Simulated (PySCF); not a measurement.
Basis and Hamiltonian dependence of the ionisation energy of Sb²⁺

Sb²⁺ [Kr] 4d10 5s2 5p1 (2P) → Sb³⁺ [Kr] 4d10 5s2 (1S). All values are computed (PySCF 2.14, energy differences of UHF-based or UKS calculations, no spin-orbit coupling). Values in eV.

```tsv
basis	Hamiltonian	functions	UHF	LDA	PBE0	MP2 (valence)	CCSD(T) (valence)	CCSD(T) (valence and next inner shell)
x2c-SVPall	spin-free X2C	36	24.103	n/a	n/a	24.210	24.272	n/a
aug-cc-pVTZ-PP with ECP28MDF	ECP	55	24.139	24.920	24.735	24.361	24.449	n/a
def2-TZVPPD with the def2 core potential (28 electrons)	ECP	56	24.143	24.932	24.746	24.357	24.443	24.593
aug-cc-pVTZ-PP with one added diffuse shell each of d, f type with ECP28MDF	ECP	67	24.139	24.920	24.735	24.361	24.449	n/a
ANO-RCC-VTZP	spin-free X2C	68	24.162	24.967	24.754	24.368	24.450	24.629
def2-QZVPPD with the def2 core potential (28 electrons)	ECP	88	24.150	24.927	24.742	24.403	24.484	24.665
aug-cc-pVQZ-PP with ECP28MDF	ECP	92	24.147	24.925	24.739	24.402	24.482	n/a
aug-cc-pwCVTZ-PP with ECP28MDF	ECP	96	24.154	24.932	24.749	24.387	24.474	n/a
aug-cc-pVQZ-DK3	spin-free X2C	102	24.145	24.938	24.741	24.395	24.472	n/a
aug-cc-pwCVTZ-DK3	spin-free X2C	109	24.154	24.953	24.755	24.389	24.472	n/a
aug-cc-pVQZ-PP with one added diffuse shell each of s, p, d, f, g type with ECP28MDF	ECP	117	24.147	24.925	24.740	24.402	n/a	n/a
x2c-QZVPPall with one added diffuse shell each of s, p, d, f type	spin-free X2C	128	24.149	24.958	24.760	24.398	n/a	n/a
dyall-av2z	non-relativistic	130	23.986	24.793	24.604	24.137	24.230	n/a
aug-cc-pV5Z-PP with ECP28MDF	ECP	139	24.151	24.930	24.746	24.418	n/a	n/a
```

Extrapolation of CCSD(T) (valence) from aug-cc-pVTZ-PP with ECP28MDF and aug-cc-pVQZ-PP with ECP28MDF: the correlation parts are 0.310 and 0.334 eV; with the X⁻³ form and unrounded values, (4³ × 0.334 − 3³ × 0.310)/(4³ − 3³) = 0.352 eV, and adding the Hartree-Fock value 24.147 eV of the larger basis gives 24.499 eV.

Frozen in the all-electron rows: valence: [Kr] 4d10; valence and next inner shell: [Ar] 3d10; with a core potential, the same shells as far as they lie outside it.

Non-relativistic rows lack the scalar-relativistic shift.

Between the lowest levels the reference is 25.323 eV (measured; NIST Atomic Spectra Database, ionization energies); it includes spin-orbit coupling, which these numbers lack.
